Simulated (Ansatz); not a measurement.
System: BF₂, net charge 1, singlet state. 
Structure (B3LYP-D3(BJ)/def2-TZVP (Ansatz, a program for electronic structure) minimum search):
```xyz
3

F      0.0000     0.0000    -1.2292
B      0.0000     0.0000     0.0000
F      0.0000     0.0000     1.2292
```
Charge +1, spin multiplicity 1.

Basis-set convergence of Hartree-Fock and CCSD correlation energies (hartree) with Ansatz. Valence correlation only, unless marked. No spin-orbit coupling. No relativistic terms.

```csv
basis,functions,E(HF),"E(corr, CCSD)"
aug-cc-pVDZ,69,-223.31730,-0.46476
aug-cc-pVTZ,138,-223.40264,-0.57690
aug-cc-pVQZ,240,-223.42001,-0.61790
```

Extrapolating the two largest sets (X = 3 and 4) as X^-3: E(corr) = (64·(-0.61790) - 27·(-0.57690))/37 = -0.6478 Eh, an estimate of the basis-set limit. The largest set recovers 95.4 % of it, the smallest 71.7 %.
